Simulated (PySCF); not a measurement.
silanone (H2OSi), SMILES O=[SiH2].

The structure is a stationary point at ωB97X-D3(BJ)/def2-TZVP.

These are PBE0/def2-TZVPD (PySCF) values and carry that method's errors.

Symmetry labels are those of the subgroup C2v that the program uses (full group C2v).

Q: List the valence orbital energies around the gap with their symmetry. (Estimate from the structure and the level; the computed values follow.)

A: 
| orbital | symmetry | energy (eV) |
|---|---|---|
| HOMO−7 | B2 | -100.68 |
| HOMO−6 | A1 | -100.66 |
| HOMO−5 | A1 | -26.03 |
| HOMO−4 | A1 | -14.78 |
| HOMO−3 | B2 | -11.23 |
| HOMO−2 | A1 | -10.14 |
| HOMO−1 | B1 | -9.20 |
| HOMO | B2 | -8.32 |
| LUMO | B1 | -2.31 |
| LUMO+1 | A1 | -0.38 |
| LUMO+2 | A1 | 0.35 |
| LUMO+3 | A1 | 0.77 |
